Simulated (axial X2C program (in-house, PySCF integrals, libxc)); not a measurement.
**ZnSi⁺ at several levels of theory**

Calculated with an axial X2C code built on PySCF integrals. Spin-free means the one-electron spin-free X2C Hamiltonian; two-component (2c) means X2C with spin–orbit coupling and atomic mean-field two-electron Coulomb and Gaunt terms, so the difference of the two also holds small scalar two-electron terms. Basis: Zn dyall-cv3z [9s10p6d3f2g], Si dyall-v3z [8s7p2d1f] (cores contracted in-house); Gaussian nuclei, density fitting, unrestricted open shells. Masses: Zn 63.929 u, Si 27.977 u.

Input file and command:
```json
{
 "zs": [
  30,
  14
 ],
 "q": 1,
 "bas": [
  "dyall-cv3z",
  "dyall-v3z"
 ],
 "levels": [
  "PBE0",
  "HF",
  "B97-3"
 ],
 "cc": true,
 "r0": 2.34,
 "thr": -2.0,
 "nmax": 90,
 "npts": 10,
 "nst": 2,
 "ntry": 6
}
```
```bash
python so2c.py task.json out
```

Keys: zs atomic numbers; q charge; bas basis sets; levels methods; cc coupled cluster on or off; r0 starting distance in Å; thr threshold in hartree for freezing inner shells (an s shell follows its p shell); nmax most natural virtual spinors; npts points on the curve; nst determinants followed; ntry starts of the search. HF also brings MP2.

State, spin-free: M_S = 1/2, Λ = 1 (beyond evenly filled blocks: π+α); electrons by block: σα: 11, σβ: 11, π+α: 5, π+β: 4, π-α: 4, π-β: 4, δ+α: 1, δ+β: 1, δ-α: 1, δ-β: 1. Fragments: Zn + Si+.

State, 2c: Ω = 1/2 (⟨Sz⟩ = -0.50, ⟨Lz⟩ = 1.00 at PBE0); electrons by block: 1/2: 16, -1/2: 15, 3/2: 5, -3/2: 5, 5/2: 1, -5/2: 1. Fragments: Zn + Si+.

| Hamiltonian | level | Re (Å) | ωe (cm⁻¹) | ωexe (cm⁻¹) | αe (cm⁻¹) | De (eV) | k (mdyn/Å) | μ (D) |
| --- | --- | --- | --- | --- | --- | --- | --- | --- |
| spin-free | PBE0 | 2.509 | 242.3 | 1.23 | 0.00102 | 1.75 | 0.673 | 1.19 |
| spin-free | HF | 2.638 | 211.3 | 1.14 | 0.000976 | 1.14 | 0.512 | 0.63 |
| spin-free | CCSD | 2.542 | 236.1 | n/a | 0.00117 | 1.58 | 0.639 | n/a |
| spin-free | CCSD(T) | 2.529 | 239.0 | n/a | n/a | n/a | 0.655 | n/a |
| spin-free | B97-3 | 2.553 | 228.9 | 1.12 | 0.000974 | 1.63 | 0.601 | 1.36 |
| 2c | PBE0 | 2.509 | 242.2 | 1.23 | 0.00102 | 1.76 | 0.673 | 1.19 |
| 2c | HF | 2.639 | 211.0 | 1.14 | 0.000977 | 1.15 | 0.511 | 0.63 |
| 2c | CCSD | 2.542 | 236.6 | n/a | 0.00115 | 1.59 | 0.642 | n/a |
| 2c | CCSD(T) | 2.529 | 239.3 | n/a | n/a | n/a | 0.656 | n/a |
| 2c | B97-3 | 2.553 | 228.8 | 1.12 | 0.000976 | 1.64 | 0.6 | 1.36 |

Correlated methods: 15 electrons correlated (number of frozen shells: Zn 3 s, 2 p; Si 2 s, 1 p), 219 virtual spin orbitals or spinors in MP2, 90 natural virtuals in coupled cluster.

Dipoles are positive if Si is the positive end and refer to the centre of mass.

One determinant describes the state; a PBE0 search over occupations chose it and may have missed a lower one. De is counted from the lowest determinant-based energies of the atoms at the same level, without counterpoise correction. De is not given where an atomic determinant may have missed its ground term or J level, or where the truncated virtual space spoils (T). Density functionals use the spin component along the axis (collinear). CCSD and (T) use frozen natural virtuals with an MP2 correction for the truncation; (T) itself is uncorrected, so its De runs slightly low. The 2c atoms are single determinants rather than J levels; their spin–orbit lowering is only partly caught, and De is too large by that part. This holds for PBE0, CCSD, B97-3. The functionals have no current-density term, which raises determinants with orbital currents, atoms included. Some points did not converge and are left out.

No reliable constants came from MP2 (2c), MP2 (spin-free): no minimum in range, unconverged points, a curve that is not smooth, a change of character along it, or the two Hamiltonians disagreeing along it.

Rough cost a point (2c) on 1 thread(s) of a shared host, integrals apart: PBE0 0.5 s, HF 1 s, CCSD(T) 12 s, B97-3 0.5 s.

The whole task took 3.3 min on 1 thread of Arm Neoverse V1 (shared host).
